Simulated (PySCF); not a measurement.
Te(OH)(OSiH3), H4O2SiTe, SMILES O[Te]O[SiH3] (B3LYP/def2-SVP optimised geometry):

```
8

Te    -0.211    -1.574    -1.848
O     -1.701    -2.330    -0.756
H     -1.359    -2.507     0.134
O     -0.405     0.366    -1.376
Si     0.207     1.105     0.000
H     -0.259     0.408     1.238
H     -0.291     2.507     0.000
H      1.701     1.105     0.000
```

Calculation: PySCF with B3LYP/def2-TZVP, def2 effective core potentials past Kr.

Problem. What are the frontier orbital energies and the dipole moment?

Solution. HOMO-2 -8.86 eV, HOMO-1 -8.60 eV, HOMO -6.16 eV, LUMO -2.20 eV, LUMO+1 -1.91 eV; dipole moment 2.20 D.
